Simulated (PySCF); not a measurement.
Species: sum formula AlO3H3, charge 0, multiplicity 1. SMILES: [OH][Al]([OH])[OH]
Coordinates optimised at B3LYP-D3(BJ)/def2-TZVP (Ansatz):
```
Al
O 1 1.6928
H 2 0.9580 1 122.93
O 1 1.6928 2 120.00 3 180.00
H 4 0.9580 1 122.93 2 0.00
O 1 1.6928 2 120.00 3 0.00
H 6 0.9580 1 122.93 2 -180.00
```

Dispersion corrections to the total energy (kcal/mol) from the dftd3 and dftd4 libraries through PySCF: D3(BJ) without and D4 with the three-body term, each with the damping fitted for the functional named.

```
functional  D3(BJ)     D4
----------  ------  -----
BP86         -3.43  -3.13
CAM-B3LYP        ?  -1.99
HF          -18.16  -8.23
HSE06        -1.40  -1.83
TPSSh        -2.40      ?
PW6B95           ?  -2.15
BLYP         -4.50  -5.16
```

Q: Some entries are withheld; supply them.

A: 
- CAM-B3LYP, D3(BJ): -1.68
- TPSSh, D4: -2.85
- PW6B95, D3(BJ): -1.12
